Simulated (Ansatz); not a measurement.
CH4AlClSi, relaxed with RKS PBE-D4/def2-SVP in Ansatz from a rough embedded geometry. The force threshold is 0.03 eV/Å; the program also tests the step.

Charge 0, multiplicity 1. The bonds changed during the relaxation, so this is another structure than the one it started from.

Start:

```xyz
8

Cl    1.966   -0.954   -0.754
C     0.872   -0.237    0.377
Al    0.024    1.343   -0.345
Si   -0.913   -0.780    0.117
H     1.178   -0.224    1.458
H    -0.049    2.900   -0.815
H    -1.871   -0.671    1.171
H    -1.209   -1.377   -1.208
```

```tsv
step	energy (eV)	largest force (eV/Å)	largest move (Å)
1	-28073.1146	1.827	0.000
2	-28073.6562	1.025	0.195
3	-28073.7646	1.092	0.195
4	-28073.8092	0.385	0.200
5	-28073.8424	0.180	0.100
6	-28073.8568	0.251	0.057
7	-28073.8778	0.293	0.065
8	-28073.9095	0.367	0.079
9	-28073.9530	0.432	0.089
10	-28074.0024	0.473	0.088
11	-28074.0466	0.459	0.071
12	-28074.1167	0.328	0.196
13	-28074.1213	0.163	0.063
14	-28074.1259	0.156	0.047
15 (rejected)	-28074.1249	0.113	0.061
16	-28074.1274	0.076	0.030
17 (rejected)	-28074.1241	0.094	0.043
18	-28074.1286	0.022	0.016
```

End:

```xyz
8

Cl    1.826   -0.239   -0.959
C     0.688   -0.180    0.579
Al    0.050    1.371   -0.485
Si   -1.058   -0.675   -0.087
H     1.277   -0.549    1.437
H     0.422    2.892   -0.753
H    -1.971   -0.652    1.116
H    -1.233   -1.968   -0.848
```

It took 27 s on 2 threads of an Arm Neoverse V2 on a shared host, with 0.15 GiB of host memory at the peak.
